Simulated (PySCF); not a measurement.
Species: C5H4F8O.
Z-matrix (Å and degrees, PBE0-D3(BJ)/def2-SVP geometry), rows numbered from 1:
```
F 
C   1  1.3458
F   2  1.3366  1  109.10
C   2  1.5320  1  108.53  3  -120.87
F   4  1.3455  2  107.84  1   175.25
F   4  1.3520  2  106.72  1   -68.78
C   4  1.5109  2  116.18  1    50.50
O   7  1.4090  4  108.24  2    61.45
C   8  1.3460  7  116.29  4   172.15
F   9  1.3499  8  111.19  7   -64.08
F   9  1.3448  8  111.57  7    54.50
C   9  1.5298  8  108.19  7   176.43
F  12  1.3377  9  109.06  8   -63.48
F  12  1.3393  9  108.90  8   177.50
H   2  1.1045  1  109.37  3   119.98
H   7  1.1017  4  107.39  2  -178.21
H   7  1.1000  4  108.92  2   -59.67
H  12  1.1032  9  109.96  8    57.00
```

Method used: PBE0-D3(BJ)/def2-SVP geometry optimisation, gas phase (PySCF 2.14.0).

Masses are those of the commonest isotopes; rigid-rotor values at the optimised geometry. The values belong to one conformer with, in the numbering `[F:1][CH:2]([F:3])[C:4]([F:5])([F:6])[CH2:7][O:8][C:9]([F:10])([F:11])[CH:12]([F:13])[F:14]`, F1–C2–C4–F5 175°, C2–C4–C7–O8 61°, C4–C7–O8–C9 172°, C7–O8–C9–F10 -64°, O8–C9–C12–F13 -63°.

What are A, B and C (cm⁻¹)?

Ia = 430.48, Ib = 1299.31, Ic = 1441.72 u·Å²; 505379 MHz·u·Å²/I gives 1174, 389.0 and 350.5 MHz, that is A = 0.03916, B = 0.01297, C = 0.01169 cm⁻¹.

Classify the top.

A near-prolate asymmetric top: κ = (2 × 389.0 − 1174 − 350.5)/(1174 − 350.5) = -0.91.

What does the inertial defect say?

Not planar: Δ = Ic − Ia − Ib = -288.06 u·Å². For a rigid frame Δ = −2 Σ m c², so Σ m c² = 144.03 u·Å² lies off the ab plane: 5.30 from hydrogen and 138.73 from heavier atoms. The atom farthest from that plane is 1.65 Å away.

Give the other two planar moments, Paa and Pbb, and the rms extents of the mass along the axes.

Paa = Σ m a² = (Ib + Ic − Ia)/2 = 1155.28 and Pbb = Σ m b² = (Ia + Ic − Ib)/2 = 286.45 u·Å². With the mass M = 232.01 u, the rms extents √(P/M) along a, b and c are 2.23, 1.11, 0.79 Å.

Give the coordinates in the principal-axis frame, origin at the centre of mass.

The sense of each axis is arbitrary; atoms in the order of the calculation.
```csv
atom,mass (u),a (Å),b (Å),c (Å)
F1,18.998,-2.363,1.271,-1.260
C2,12.000,-2.462,0.923,0.036
F3,18.998,-1.675,1.721,0.765
C4,12.000,-2.037,-0.542,0.181
F5,18.998,-2.040,-0.844,1.492
F6,18.998,-2.990,-1.285,-0.425
C7,12.000,-0.715,-0.917,-0.448
O8,15.995,0.299,-0.164,0.175
C9,12.000,1.566,-0.489,-0.147
F10,18.998,1.865,-1.742,0.254
F11,18.998,1.760,-0.459,-1.477
C12,12.000,2.504,0.493,0.557
F13,18.998,2.276,1.726,0.091
F14,18.998,3.771,0.150,0.291
H15,1.008,-3.510,1.033,0.365
H16,1.008,-0.570,-1.998,-0.288
H17,1.008,-0.762,-0.709,-1.527
H18,1.008,2.329,0.466,1.646
```

Which lines would a microwave search look for?

The dipole components are |μa| = 1.63 D, |μb| = 0.70 D, |μc| = 0.66 D. Intensities carry the squares of the components, which stand as 1.00 : 0.18 : 0.16 (a : b : c). Some of the stronger lines:

```tsv
type	branch	J(Ka,Kc)	MHz	lower level (cm⁻¹)
c	Q	3(1,3) ← 3(0,3)	695	0.148
a	R	1(0,1) ← 0(0,0)	739	0.000
b	Q	2(1,1) ← 2(0,2)	863	0.074
b	Q	3(1,2) ← 3(0,3)	926	0.148
a	R	2(1,2) ← 1(1,1)	1441	0.051
a	R	2(1,1) ← 1(1,0)	1517	0.052
c	R	1(1,0) ← 0(0,0)	1563	0.000
a	R	3(2,1) ← 2(2,0)	2224	0.181
b	R	2(1,2) ← 1(0,1)	2226	0.025
c	Q	3(2,2) ← 3(1,2)	2298	0.179
b	Q	3(2,1) ← 3(1,2)	2305	0.179
b	Q	2(2,0) ← 2(1,1)	2356	0.103
b	R	3(1,3) ← 2(0,2)	2908	0.074
c	R	3(1,2) ← 2(0,2)	3139	0.074
b	R	2(2,0) ← 1(1,1)	3912	0.051
b	R	3(2,2) ← 2(1,1)	4574	0.103
c	R	3(2,1) ← 2(1,1)	4580	0.103
c	R	3(2,2) ← 2(1,2)	4689	0.099
b	R	3(2,1) ← 2(1,2)	4696	0.099
b	R	3(3,1) ← 2(2,0)	6239	0.181
c	R	3(3,1) ← 2(2,1)	6241	0.181
```

Not checked by PBE0-D3(BJ)/def2-SVP frequencies. No vibrational averaging or centrifugal distortion is included, and the geometry carries the error of its method.

Time: 2.4 min wall, 6.0 min CPU; peak memory 1.2 GiB. Hardware: 2 threads, Intel Xeon 6975P-C (x86_64), shared host with 192 logical CPUs at a one-minute load of 71. This is the geometry optimisation.
